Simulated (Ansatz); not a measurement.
Input file for Ansatz (a program for electronic structure): U-SVWN5/def2-TZVPP on LiB-, 2S+1 = 2, a spin state set in the input, which need not be the lowest, a point of a bond scan (R = 2.333 Å). Charge -1.

Ansatz 0.2 input:
```yaml
crystal:
  periodic: [false, false, false]
  atoms:
    - {symbol: Li, position_ang: [0.00000000, 0.00000000, 0.00000000]}
    - {symbol: B, position_ang: [0.00000000, 0.00000000, 2.33321300]}
basis:
  gaussian:
    orbitals: def2-TZVPP
    pivot_positions_ang: [[0.00000000, 0.00000000, 0.00000000], [0.00000000, 0.00000000, 2.33321300]]
hamiltonian:
  xc: {name: SVWN5}
total_charge: -1
magnetization: {spin_polarized: true, initial_magnetization: 1}
output: {forces: true, orbitals: {seedname: ./end}}
```

Q: What total energy does the run end on?

A: -31.7764 hartree. Its determinant has ⟨S²⟩ = 1.37, a mixture of spin states.
